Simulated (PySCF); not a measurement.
Compound: C₅H₆F₃NO.
Numbering: `[H]/[N:3]=[C:2](\[CH3:1])[CH2:4][C:5](=[O:6])[C:7]([F:8])([F:9])[F:10]` (hydrogens: H11, H12, H13 on C1; H14 on N3; H15, H16 on C4)

Structure used (GFN2-xTB), in Å, numbered top down from 1:
```xyz
16
C5H6F3NO angstrom
C     -1.8013   -0.3717    0.8088
C     -1.0141    0.2624   -0.2959
N     -1.1112    1.4226   -0.7555
C      0.0338   -0.6432   -0.9362
C      1.1879   -0.7743    0.0050
O      1.4294   -1.7147    0.7049
C      2.0747    0.5054    0.0983
F      1.4877    1.4185    0.8878
F      3.2704    0.2376    0.6249
F      2.2814    1.0793   -1.0913
H     -2.4880   -1.1055    0.3875
H     -1.1394   -0.8921    1.4984
H     -2.3783    0.3726    1.3533
H     -1.8068    2.0230   -0.3226
H      0.3552   -0.1780   -1.8684
H     -0.3888   -1.6330   -1.1105
```

Jobs on this species (16 atoms, 78 electrons) with PySCF (density fitting). Hardware of each: one thread, Arm Neoverse V2 (aarch64), shared host. Times come from a shared host and carry two figures at best. Peak memory is the resident size of the whole Python process, interpreter and libraries included.

```tsv
level and settings	work	basis functions	SCF cycles	wall time	peak memory
LC-wPBE/pcSseg-1, IEF-PCM acetone, damping 0.1 at the start, DIIS from the seventh cycle	shieldings	200	?	?	?
revPBE/6-31++G**, IEF-PCM cyclohexane, grid level 3	shieldings, charges and field gradients	216	?	?	?
PBE0/def2-SVPD	6 singlets by full TDDFT, 2 Tamm–Dancoff triplets, polarisability, density and orbital grids written	260	15	2.1 min	1.0 GiB
PBE0/pcSseg-1	shieldings, charges and field gradients, density and orbital grids written	200	15	50 s	0.82 GiB
HSE06/cc-pVDZ	spin–spin couplings from 9 perturbed nuclei, spin–dipole term for 3 of them	170	15	1.7 min	0.89 GiB
```

Task: Fill in the missing figures.

Result: 
- LC-wPBE/pcSseg-1, IEF-PCM acetone, damping 0.1 at the start, DIIS from the seventh cycle; shieldings: 69 s, 1.1 GiB, 17 SCF cycles
- revPBE/6-31++G**, IEF-PCM cyclohexane, grid level 3; shieldings, charges and field gradients: 59 s, 0.82 GiB, 17 SCF cycles

Task: What do all jobs in the table cost together?

Result: About 6.8 min; the longest takes about 31 % of that, and about 2.5 times as long as the shortest.
